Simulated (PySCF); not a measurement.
C$_{6}$H$_{15}$B, charge +1, doublet, geometry from GFN2-xTB (a state made from the parent by changing its charge; the spin is typed, not shown lowest). Base run: PySCF with DF-PBE0/6-31G.

The PySCF input:
```python
from pyscf import gto, scf, dft

mol = gto.Mole()
mol.atom = '''
    B     0.112563    0.061397    0.216062
    C     1.292336    0.216356   -0.793613
    C     1.144776   -0.116082   -2.269075
    H     2.115116   -0.391168   -0.393112
    H     1.606076    1.265979   -0.711798
    H     0.398337    0.519902   -2.741002
    H     0.881726   -1.162402   -2.407018
    H     2.081634    0.052937   -2.800175
    C    -1.374947   -0.141280   -0.404377
    C    -1.980926    1.209205   -0.715094
    H    -1.997227   -0.677674    0.310787
    H    -1.262843   -0.726814   -1.318822
    H    -1.386732    1.777781   -1.426656
    H    -2.144149    1.803737    0.180600
    H    -2.960596    1.040313   -1.172333
    C     0.193145    0.075711    1.778968
    C     0.659726   -1.272252    2.334351
    H    -0.732244    0.347171    2.289729
    H     0.927289    0.842645    2.060386
    H     1.605813   -1.579961    1.897676
    H    -0.073761   -2.055504    2.149866
    H     0.774085   -1.193867    3.414610
'''
mol.basis = '6-31g'
mol.charge = 1
mol.spin = 1
mol.verbose = 4
mol.build()

mf = dft.UKS(mol)
mf.xc = 'pbe0'
mf = mf.density_fit(auxbasis='def2-universal-jkfit')
mf.kernel()
```

The base run was repeated with changes; each row names its change, and settings that it needs were set with it.

```tsv
change	ΔE vs base (mEh)	grid points	electrons on the grid
base	0.000	245880	55.00009
grids.level = 0	-60.004	16904	55.03939
grids.prune = dft.gen_grid.sg1_prune	0.068	109032	54.99955
grids.radi_method = mura_knowles	0.000	234680	55.00009
grids.level = 5	0.008	654128	55.00000
grids.atom_grid = (30, 110)	0.212	54216	55.00135
grids.atom_grid = (50, 194)	0.073	145696	54.99952
grids.radi_method = delley	0.000	265640	55.00009
grids.level = 2	0.008	159040	55.00001
grids.atom_grid = (150, 974)	0.009	1794688	55.00000
grids.atom_grid = (75, 302)	0.000	321328	55.00009
```

Open shells are given as the SCF converged; they aren't shown to be the lowest states, and a large step between rows can be another state.
